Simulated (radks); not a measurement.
The hafnium ion Hf2+ inside a hard spherical wall (all orbitals vanish at R), configuration held at [Xe] 4f14 5d2 and not refilled when levels cross. Calculated with a radial shooting solver on a logarithmic mesh with Libxc functionals: scalar-relativistic Kohn-Sham, PBEsol, spin-polarised, spherical densities, finite nucleus; open shells are filled with parallel spins first (spin-orbit coupling, left out, can overturn this in heavy ions); Fermi nuclear charge, rms radius 5.347 fm. Eigenvalues in eV for spin up, with the zero of energy where the potential of the charges vanishes at infinity; a dash marks a level that is unbound or too diffuse for the functional's potential to be trusted. A positive occupied level is held by the wall or, in an anion where self-interaction has pushed it up, behind a barrier. The pressure on the wall is -dE/dV.

R (bohr)  E (hartree)  kinetic (hartree)    e(5s)    e(5p)    e(4f)  e(6s, empty)    e(5d)  e(6p, empty)  pressure (GPa)
free      -15070.8228          16505.980  -82.366  -51.087  -31.949       -17.959  -17.354       -12.235               0
12        -15070.8228          16505.980  -82.366  -51.087  -31.949       -17.959  -17.354       -12.234        < 0.0001
5         -15070.8045          16506.105  -81.785  -50.547  -31.342       -16.549  -16.706        -8.906            2.79
4         -15070.7278          16506.515  -80.547  -49.399  -29.993       -12.229  -14.926        -1.647            23.6
3.5       -15070.5924          16507.222  -79.121  -48.029  -28.359        -6.250  -12.560         7.222            81.7
3         -15070.2025          16509.273  -76.219  -45.037  -24.893         6.845   -7.434        24.990             341
2.5       -15068.8861          16515.895  -69.415  -37.351  -16.698        37.838    4.770        63.556            1770
2         -15063.6563          16539.292  -50.321  -14.376    4.259        119.12   37.679        157.31           11700
